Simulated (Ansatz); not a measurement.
## Telling isomers of CH5FGaSi apart by their spectra

These gas-phase data were calculated for one isomer of CH5FGaSi at B3LYP/6-31G* (harmonic, unscaled wavenumbers; equilibrium rotational constants with average atomic masses):

| Item | Value |
| --- | --- |
| rotational constants | 6.461, 1.963, 1.548 GHz |
| all wavenumbers above 1500 cm⁻¹ | 3128, 3069, 2275, 2266, 2218 |

Candidates:

(1) `[F][Ga][CH2][SiH3]`, a doublet
(2) `[CH3][Ga][SiH2]F`, a doublet

Question: Assign the data to one candidate and say why.

Answer: Candidate (1). 3 modes lie between 2000 and 2380 cm⁻¹, one for each Si–H bond, while (2) has 2.

The same quantities for all candidates:

```
     rotational constants (GHz)   wavenumbers above 1500 cm⁻¹  E above the lowest, B3LYP/6-31G* (kcal/mol)
(1)         6.461, 1.963, 1.548  3128, 3069, 2275, 2266, 2218                                          5.0
(2)         7.388, 1.612, 1.355  3150, 3115, 3039, 2218, 2204                                          0.0
```

Each candidate is one conformer. Open shells are spin-unrestricted. Programs: Ansatz 0.2.0.
